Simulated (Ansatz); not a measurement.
Isolated molecules relaxed with PBE0-D4/def2-TZVP in Ansatz; ΔE leaves out vibrations. CCSD(T)/CBS is the MP2 limit (def2-TZVPP, def2-QZVPP) plus CCSD(T) − MP2 in def2-TZVPP, frozen cores. DFT in def2-TZVPP. One conformer a species, not always the lowest.

Consider the formal exchange of groups at the Al–S bond: `[SiH3][AlH][S][SiH3]` + `BC=C` → `B/C=[CH]/[AlH][SiH3]` + `[SiH3]S`.

`[SiH3][AlH][S][SiH3]`:

Cartesian coordinates in Å:
```
Si 0.687 0.810 1.559
Al 0.104 1.609 -0.687
S -0.667 0.236 -2.203
Si -0.682 -1.594 -1.100
H 1.400 -0.497 1.515
H 1.564 1.790 2.260
H -0.540 0.628 2.385
H 0.230 3.110 -1.172
H -1.177 -1.379 0.285
H -1.595 -2.524 -1.809
H 0.676 -2.191 -1.033
```

`BC=C`:

Z-matrix (Å, degrees):
```
B
C 1 1.534
H 1 1.197 2 122.0
H 1 1.199 2 118.7 3 180.0
C 2 1.339 1 120.5 3 180.0
H 2 1.089 1 121.7 3 -0.0
H 5 1.086 2 120.6 1 0.0
H 5 1.087 2 123.0 1 -180.0
```

`B/C=[CH]/[AlH][SiH3]`:

Cartesian coordinates in Å:
```
B -2.836 0.064 0.555
C -1.322 0.021 0.260
C -0.541 1.121 0.351
Al 1.382 1.059 -0.029
Si 2.309 -1.119 -0.689
H -3.525 -0.911 0.467
H -3.329 1.107 0.880
H -0.851 -0.919 -0.035
H -1.051 2.039 0.649
H 2.261 2.378 0.094
H 3.773 -1.066 -0.961
H 1.643 -1.634 -1.921
H 2.090 -2.140 0.378
```

`[SiH3]S`:

Cartesian coordinates in Å:
```
Si 0.280 -0.322 0.311
S -0.800 0.276 -1.434
H 1.468 0.539 0.541
H 0.710 -1.713 0.033
H -0.577 -0.289 1.523
H -1.081 1.507 -0.974
```

Q: Is it downhill or uphill in electronic energy at CCSD(T)/CBS, and by how much? (Estimate.)

A: Ansatz gave: Uphill: ΔE = +31.2 kcal/mol.

Q: What do these levels give: PBE-D4, r2SCAN-D4, ωB97X-V, B2PLYP, PBE, PBE0, HF/def2-TZVPP, SCS-MP2/def2-TZVPP, CCSD(T)/def2-TZVPP, HF/def2-QZVPP, HF/CBS(def2), MP2/CBS(def2)? (Best estimate.)

A: Ansatz gave: PBE-D4 31.2, r2SCAN-D4 32.0, ωB97X-V 30.6, B2PLYP 30.2, PBE 30.4, PBE0 31.1, HF/def2-TZVPP 30.1, SCS-MP2/def2-TZVPP 30.6, CCSD(T)/def2-TZVPP 30.4, HF/def2-QZVPP 30.0, HF/CBS(def2) 29.9, MP2/CBS(def2) 32.4 kcal/mol.

Largest T1 diagnostic among the species: 0.013.

The D4 term adds +1.4 kcal/mol with B3LYP and +0.7 kcal/mol with PBE0; it sums over pairs of atoms, weighted by their polarisabilities, and B3LYP, whose exchange is more repulsive, gets the larger term.

B3LYP here is the variant with VWN-RPA as its local correlation; programs differ in this.
